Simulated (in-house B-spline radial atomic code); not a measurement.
# RPA correlation on TPSS: Os IV (Os3+)

Configuration [Xe] 4f14 5d5, highest spin, mean-field start TPSS. Computed with a B-spline radial code for spherical atoms: all electrons, scalar-relativistic (spin-free one-electron X2C), finite nucleus, each spin shell either full or empty, empty states to l = 9 with an (l + 1/2)⁻⁴ tail; G0W0 by contour deformation at full frequency.

Without the two-electron picture change, the correlation of inner shells comes somewhat too large for so heavy an element.

The highest G0W0 level has too low a weight to be given.

Command:
```bash
python run_gw.py task.json out
```
Settings (radii: box in bohr, nucleus in fm):
```
Z                        76
electrons                73
configuration            [Xe] 4f14 5d5
hamiltonian              x2c
method                   tpss,tpss
lmax                     9
rms_radius               5.4126
spin_polarised           True
box_radius               14.14
intervals                68
```

Cost of the run: 6.9 s on 1 thread of Arm Neoverse V1, on a shared host.

Energies (hartree):

```tsv
term	value
mean-field total	-17253.13099
Hartree-Fock functional on these orbitals	-17248.39280
direct second order	-7.5995
second-order exchange	1.8964
SOSEX correction	1.7758
```

(1) What is the RPA correlation energy, and what remains with SOSEX?

## Answers

(1) RPA gives -6.5875 hartree (-2.46 eV per electron); RPA + SOSEX gives -4.8117, and the second-order doubles -5.7031 hartree (no singles). RPA lacks exchange-type terms and so overcorrelates at short range.
